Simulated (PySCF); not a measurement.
## Ionisation energy of Br+ by level of theory

Br+ [Ar] 3d10 4s2 4p4 (3P) → Br(2+) [Ar] 3d10 4s2 4p3 (4S), as a difference of total energies. Calculation: PySCF 2.14, in def2-TZVP (6s5p4d1f, 48 functions); the non-relativistic Hamiltonian (point nucleus). Correlated levels: valence: [Ar] 3d10 frozen. The calculations carry no spin-orbit coupling.

Question: Order these methods by the ionisation energy they give, lowest first.
A. MN15
B. UHF
C. CCSD (valence)
D. CCSD(T) (valence)

Answer: B (20.261 eV), C (21.054 eV), D (21.078 eV), A (21.309 eV).

These non-relativistic numbers lack the scalar-relativistic shift.

Errors of the correlated levels include the incompleteness of this basis and the frozen core.

For comparison: 21.409 eV (measured; NIST levels, between the centres of gravity of the two terms).
